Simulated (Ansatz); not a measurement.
The lowest singlet and triplet of CH4Si (SMILES C[SiH]); geometries from B3LYP-D3(BJ)/def2-TZVP, each state relaxed from the structure named, with no frequency check.
Singlet (charge 0, multiplicity 1):
```xyz
6

C     -1.06826    -0.41428     0.02795
Si     0.66024     0.37577    -0.02971
H     -1.16495    -1.15523    -0.77503
H     -1.88056     0.30726    -0.05850
H     -1.18952    -0.97465     0.96305
H      1.40126    -0.95245     0.11876
```
Triplet (charge 0, multiplicity 3):
```xyz
6

C     -1.116    -0.344     0.021
Si     0.667     0.297    -0.022
H     -1.291    -1.037    -0.805
H     -1.815     0.487    -0.076
H     -1.316    -0.852     0.966
H      1.779    -0.687     0.096
```

A positive gap puts the triplet lower; no zero-point energy. R- takes a restricted singlet. U- takes an unrestricted singlet (broken symmetry where lower, unprojected). The triplet is unrestricted in single-reference levels.

The values were computed with Ansatz (an electronic-structure program). Values without a source in brackets are computed.

One of these levels gives -27.1 kJ/mol for the gap E(singlet) − E(triplet), adiabatic. Name it.
A. U-HF/cc-pV(D+d)Z (spin-contaminated)
B. U-wB97M-V/def2-TZVPP
C. R-HF/cc-pV(T+d)Z
D. R-PBE0/def2-TZVPP

C, R-HF/cc-pV(T+d)Z. The others give -37.7 (U-HF/cc-pV(D+d)Z (spin-contaminated)), -74.2 (R-PBE0/def2-TZVPP), -114.2 (U-wB97M-V/def2-TZVPP)

Doubts at one or more of the structures used: a restricted determinant that unrestricted orbitals would lower (R-HF/cc-pV(T+d)Z).
